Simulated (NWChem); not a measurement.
# Correlation energy of HFSi

```xyz
3

Si    -0.4560     0.4037     0.0000
H      0.5537     1.5754     0.0000
F      0.6478    -0.8030     0.0000
```
Charge 0, spin multiplicity 1.

Program: NWChem. The geometry was optimised at PBE0/def2-SVP, a minimum by its harmonic frequencies.

Basis set: STO-3G. Each correlation energy counts from its own Hartree-Fock reference.

The correlated methods keep 6 core orbitals frozen. The structure started from a generated list of species. Coupled-cluster values serve here as a point of comparison, not as the truth.

Task: For the correlation energy, SCS-MP2 gives -57.8 mHa and CCSDT gives -76.4 mHa. What do CR-CCSD(T), CCSD(T), CR-CCSD[T] give?

Result: CR-CCSD(T): -75.7 mHa; CCSD(T): -75.8 mHa; CR-CCSD[T]: -77.0 mHa.
